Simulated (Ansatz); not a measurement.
Geometry optimisation, Ansatz 0.2.0, RHF/def2-SVP.

Input:

```yaml
crystal:
  periodic: [false, false, false]
  atoms:
    - { symbol: Ti, position_ang: [-0.559126, -0.039183, -0.437478] }
    - { symbol: Cl, position_ang: [0.048202, -1.092904, 2.924188] }
    - { symbol: Cl, position_ang: [1.196234, 1.062758, 0.284696] }
    - { symbol: Cl, position_ang: [-1.376745, 0.9597, -2.206516] }
    - { symbol: Cl, position_ang: [-0.401418, -2.21258, -0.708642] }
    - { symbol: P, position_ang: [-2.357139, 0.375221, 1.148312] }
    - { symbol: H, position_ang: [-3.360073, 0.602513, 0.180389] }
    - { symbol: H, position_ang: [-2.639674, -0.993154, 1.363445] }
    - { symbol: H, position_ang: [-0.633762, 0.025529, 3.101006] }
basis:
  gaussian: { orbitals: def2-SVP }
hamiltonian:
  xc: hf
relax:
  f_tol: 0.03
  max_steps: 50
```

Launched with:

```bash
$ ansatz run input.yaml --threads 4 --pin off --max-ram 5120MiB --backend cpu --events-out ev --progress --plain --runs-dir out
```

Q: Where does it end, and by what steps?

A: It converged. The force dipped under the threshold on the way, but the program's further checks kept it going. After 22 steps the energy has fallen by 0.296 eV; H9 moved furthest, 1.27 Å.

```json
{"step": "0", "energy less start (eV)": "0.0000", "largest force component (eV/Å)": "1.260", "accepted": "yes"}
{"step": "1", "energy less start (eV)": "-0.1104", "largest force component (eV/Å)": "0.568", "accepted": "yes"}
{"step": "2", "energy less start (eV)": "-0.1339", "largest force component (eV/Å)": "0.646", "accepted": "yes"}
{"step": "3", "energy less start (eV)": "-0.1735", "largest force component (eV/Å)": "0.127", "accepted": "yes"}
{"step": "4", "energy less start (eV)": "-0.1861", "largest force component (eV/Å)": "0.109", "accepted": "yes"}
{"step": "5", "energy less start (eV)": "-0.2016", "largest force component (eV/Å)": "0.064", "accepted": "yes"}
{"step": "6", "energy less start (eV)": "-0.1670", "largest force component (eV/Å)": "1.584", "accepted": "no"}
{"step": "7", "energy less start (eV)": "-0.2110", "largest force component (eV/Å)": "0.083", "accepted": "yes"}
{"step": "8", "energy less start (eV)": "-0.2168", "largest force component (eV/Å)": "0.507", "accepted": "yes"}
{"step": "9", "energy less start (eV)": "-0.2183", "largest force component (eV/Å)": "0.901", "accepted": "yes"}
{"step": "10", "energy less start (eV)": "-0.2570", "largest force component (eV/Å)": "0.145", "accepted": "yes"}
{"step": "11", "energy less start (eV)": "-0.2795", "largest force component (eV/Å)": "0.137", "accepted": "yes"}
{"step": "12", "energy less start (eV)": "-0.2838", "largest force component (eV/Å)": "0.104", "accepted": "yes"}
{"step": "13", "energy less start (eV)": "-0.2114", "largest force component (eV/Å)": "1.261", "accepted": "no"}
{"step": "14", "energy less start (eV)": "-0.2894", "largest force component (eV/Å)": "0.035", "accepted": "yes"}
{"step": "15", "energy less start (eV)": "-0.2907", "largest force component (eV/Å)": "0.188", "accepted": "yes"}
{"step": "16", "energy less start (eV)": "-0.2916", "largest force component (eV/Å)": "0.105", "accepted": "yes"}
{"step": "17", "energy less start (eV)": "-0.2930", "largest force component (eV/Å)": "0.045", "accepted": "yes"}
{"step": "18", "energy less start (eV)": "-0.2945", "largest force component (eV/Å)": "0.007", "accepted": "yes"}
{"step": "19", "energy less start (eV)": "-0.2952", "largest force component (eV/Å)": "0.036", "accepted": "yes"}
{"step": "20", "energy less start (eV)": "-0.2954", "largest force component (eV/Å)": "0.042", "accepted": "yes"}
{"step": "21", "energy less start (eV)": "-0.2955", "largest force component (eV/Å)": "0.030", "accepted": "yes"}
{"step": "22", "energy less start (eV)": "-0.2956", "largest force component (eV/Å)": "0.018", "accepted": "yes"}
```

```xyz
9
Properties=species:S:1:pos:R:3
Ti -0.716 0.147 -0.654
Cl -0.232 -1.253 3.790
Cl 0.757 1.114 0.679
Cl -1.172 1.144 -2.550
Cl -0.584 -2.041 -0.760
P -2.761 0.633 0.578
H -3.498 -0.321 -0.161
H -2.400 -0.244 1.626
H 0.522 -0.492 3.102
```

Whether the end is a true minimum wasn't checked by a vibrational analysis.

Time of the run: 48 s on 4 threads of Arm Neoverse V2 (shared host), peak memory 0.4 GiB.
